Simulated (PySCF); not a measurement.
The same groups moved round the core (butadiene silyl). All species are isolated molecules in the gas phase. One relaxed conformer stands for each flexible species; it need not be the lowest. Strings in code marks are SMILES.

Computed with PBE-D3(BJ)/def2-TZVP in PySCF. All candidates: neutral, multiplicity 1. Excitations are Tamm–Dancoff values on a coarser integration grid. The basis has no diffuse functions, so Rydberg states are missing or too high.

The brightest of the four lowest singlets (TDA) comes out as 5.60 eV, the T1 excitation (TDA) is 3.01 eV and the HOMO–LUMO gap is 3.72 eV.

Name which member has these values.
(A) `C=C/C=C\[SiH3]` (C–C–C–C torsion 180°)
(B) `C=C/C=C/[SiH3]` (C–C–C–C torsion 180°)
(C) `C=CC(=C)[SiH3]` (C–C–C–Si torsion 0°)

B, `C=C/C=C/[SiH3]` (C–C–C–C torsion 180°). The others give `C=C/C=C\[SiH3]` (C–C–C–C torsion 180°): 5.39 eV, 2.93 eV, 3.63 eV; `C=CC(=C)[SiH3]` (C–C–C–Si torsion 0°): 5.97 eV, 3.13 eV, 3.90 eV
